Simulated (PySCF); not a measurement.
Worked example: oscillator strength and radiative lifetime

B(All)(F)(OH) (C₃H₆BFO), SMILES C=CCB(O)F.

Coordinates come from a B3LYP-D3(BJ)/def2-SVP optimisation. This is a generated structure with no PubChem entry under its InChIKey; it may be hypothetical. The values are those of a single conformer.

TDA-PBE/def2-SVPD in PySCF puts the first singlet state with f over 0.02 at 6.33 eV (vertical), with the transition dipole (0.297, -0.140, 0.457) in atomic units.

Q: Find the oscillator strength, the wavelength and the radiative lifetime that this transition would have in vacuum if emission retraced absorption.

A: 
|μ|² = 0.3167 au, so |μ| = 1.43 D. ΔE = 6.33/27.211 = 0.2326 hartree. f = (2/3) ΔE |μ|² = 0.049 (the program prints 0.049).
λ = 1239.84/6.33 = 196 nm; ν = 51055 cm⁻¹.
Einstein's coefficient A = 0.6670 ν² f s⁻¹ (ν in cm⁻¹) = 8.5e7 s⁻¹, so τ = 1/A = 12 ns. This state is S2; the lower singlet has f = 0.015. The figure is the radiative limit of this one transition; relaxation, internal conversion, crossing to triplets and a medium change what is measured.
